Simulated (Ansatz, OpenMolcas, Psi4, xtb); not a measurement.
## Loss of CH4: C3H7I → C2H3I + CH4

Species: C3H7I (1-iodopropane) `CCCI`, singlet; C2H3I `C=CI`, singlet; CH4 `C`, singlet. 

Shapes, held fixed at every level: PBE0-D4/def2-TZVP. Flexible molecules stand in one conformer, not always the lowest. Programs: Ansatz 0.2.0, OpenMolcas 26.06, Psi4 1.11, xtb 6.7.1. A level may come from different programs for different species; with the same settings they agree closely. Electronic energies: no zero-point or thermal term.

```json
{"level": "GFN1-xTB", "kind": "semi-empirical", "ΔE (kJ/mol)": "+114.0", "less CCSD(T)/def2-TZVPP": "+11.9"}
{"level": "HF/def2-SVP", "kind": "Hartree–Fock", "ΔE (kJ/mol)": "+96.8", "less CCSD(T)/def2-TZVPP": "-5.3"}
{"level": "HF/def2-TZVPP", "kind": "Hartree–Fock", "ΔE (kJ/mol)": "+83.9", "less CCSD(T)/def2-TZVPP": "-18.2"}
{"level": "PBE-D4/def2-TZVPP", "kind": "GGA", "ΔE (kJ/mol)": "+104.6", "less CCSD(T)/def2-TZVPP": "+2.5"}
{"level": "r2SCAN-D4/def2-TZVPP", "kind": "meta-GGA", "ΔE (kJ/mol)": "+105.6", "less CCSD(T)/def2-TZVPP": "+3.5"}
{"level": "wB97X-V/def2-TZVPP", "kind": "range-separated hybrid", "ΔE (kJ/mol)": "+114.4", "less CCSD(T)/def2-TZVPP": "+12.3"}
{"level": "B2PLYP/def2-TZVPP", "kind": "double hybrid", "ΔE (kJ/mol)": "+91.6", "less CCSD(T)/def2-TZVPP": "-10.5"}
{"level": "CCSD/def2-TZVPP", "kind": "coupled cluster or CI", "ΔE (kJ/mol)": "+102.5", "less CCSD(T)/def2-TZVPP": "+0.4"}
{"level": "CCSD(T)/def2-TZVPP", "kind": "coupled cluster or CI", "ΔE (kJ/mol)": "+102.1", "less CCSD(T)/def2-TZVPP": "0.0"}
```

The highest level, CCSD(T)/def2-TZVPP, gives ΔE = +102.1 kJ/mol; the levels span +83.9 to +114.4. The column of differences is taken from that level and isn't an error. No measured value is set beside it here. For atoms past krypton def2 sets carry core potentials with scalar relativity. Correlated rows may include outer-core shells of I, which these sets cover unevenly.
